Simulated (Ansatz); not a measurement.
`O[SiH](F)F` → F₂ + `O[SiH]`  (silylene formation by 1,1-elimination)

Gas-phase electronic energies from Ansatz, PBE0-D4/def2-TZVP geometries. CCSD(T)/CBS is the MP2 limit (def2-TZVPP, def2-QZVPP) plus CCSD(T) − MP2 in def2-TZVPP, frozen cores. This one scheme is used for every species. Functionals use def2-TZVPP. One conformer a species, not always the lowest.

CCSD(T)/CBS gives +251.5 kcal/mol.

Q: Another level gave +257.1 kcal/mol. Which?
A. PBE-D4/def2-TZVPP
B. CAM-B3LYP/def2-TZVPP
C. BHLYP/def2-TZVPP
D. PBE-QIDH/def2-TZVPP

A: D. PBE-QIDH 257.1, BHLYP 256.0, CAM-B3LYP 249.2, PBE-D4 234.0 kcal/mol.

Largest T1 diagnostic among the species: 0.016.

The D4 term adds +1.6 kcal/mol with B3LYP and +0.8 kcal/mol with PBE0; it sums over pairs of atoms, weighted by their polarisabilities, and B3LYP, whose exchange is more repulsive, gets the larger term. From r2SCAN to r2SCAN0 (25 % exact exchange), in def2-TZVPP and without D4, ΔE moves by +7.3 kcal/mol.

B3LYP here is the variant with VWN-RPA as its local correlation; programs differ in this.
